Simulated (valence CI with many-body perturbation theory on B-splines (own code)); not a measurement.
**Tm XXI: key properties**

Level of theory: relativistic CI+MBPT: three valence electrons over a frozen Dirac-Fock core [Kr] 4d10, radial functions for each j: 8 s, 8 p, 9 d, 9 f, 6 g, 3 h, 2 i, with the one-electron correlation potential Σ1, the two-electron term Σ2, the three-electron term Σ3, Breit, model QED; selected CI, second order for the rest (own B-spline code, finite nucleus).

No measured levels were compared; by estimate terms of the open shell hold to a few per cent of their energy, and close levels can change places. Core correlation moves these levels by up to 43000 cm⁻¹, and in measured spectra 5 to 20 % of such shifts remained as error; rates that hang on mixing are uncertain with them.

Names give the largest LS component (configuration and term), which can be under half, so a name can repeat, a term be missing and a line seem to break the LS rules; names also repeat where a configuration has a term twice.

Rates and lifetimes use the calculated energies. Strong lines usually hold to 10 to 20 %, long lifetimes can be off by a factor of two.

Task: What is the ground level?

Result: 4f³ ⁴I°_9/2, composition 89 % 4f³ ⁴I° + 10 % 4f³ ²H°, g = 0.746.

Task: What is the ionisation energy?

Result: 527.3 eV; NIST lists 530 ± 30 eV (theoretical).

Task: How is the term ⁴I° of the ground level split?

Result: J = 9/2 at 0.000, J = 11/2 at 1.339, J = 13/2 at 2.584, J = 15/2 at 3.738 eV.

Task: Name the longest-lived excited levels whose lifetime is computed, and their main decay.

Result: 4f³ ⁴G°_5/2 at 5.437 eV lives 241 ms, mostly by M1 to 4f³ ⁴F°_3/2; 4f³ ⁴F°_7/2 at 4.868 eV lives 112 ms, mostly by M1 to 4f³ ⁴I°_9/2; 4f³ ⁴S°_3/2 at 4.833 eV lives 109 ms, mostly by M1 to 4f³ ⁴F°_3/2. The lifetime of 4f³ ⁴F°_3/2 is too uncertain to give, and may be longer.

Task: Where does the other parity begin?

Result: At 4f²5s ⁴H_7/2, 53.156 eV.
